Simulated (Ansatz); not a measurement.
Input for Ansatz (a program for electronic structure): R-CCSD(T)/def2-QZVPP on H2SSn (SMILES [SH][SnH]), a point of a torsion scan. Elements past Kr take the def2 small-core potentials; no spin–orbit coupling. Files ending in .json are basis or fitting sets from the Basis Set Exchange. The run froze 14 orbitals, filled d shells among them.

Ansatz 0.2 input:
```yaml
crystal:
  periodic: [false, false, false]
  atoms:
    - {symbol: S, position_ang: [-1.26304959, 0.51949367, 0.43135528]}
    - {symbol: Sn, position_ang: [1.08586060, 0.68357947, -0.24024217]}
    - {symbol: H, position_ang: [-1.56956418, -0.47896296, -0.38515849]}
    - {symbol: H, position_ang: [0.75503324, 1.04618652, -2.04357679]}
basis:
  gaussian:
    orbitals: def2-QZVPP.json
magnetization: {spin_polarized: false}
correlation: {method: ccsd_t, electrons: outside_noble_gas}
scf: {lower_state_search: off}
```

Task: What total energy does the run end on?

Result: -612.4121 hartree (reference determinant -612.0789, T1 diagnostic 0.015).

Task: How many basis functions does it have, and what does it roughly cost on one machine?

Result: 212 functions; roughly 2.1 core-minutes.
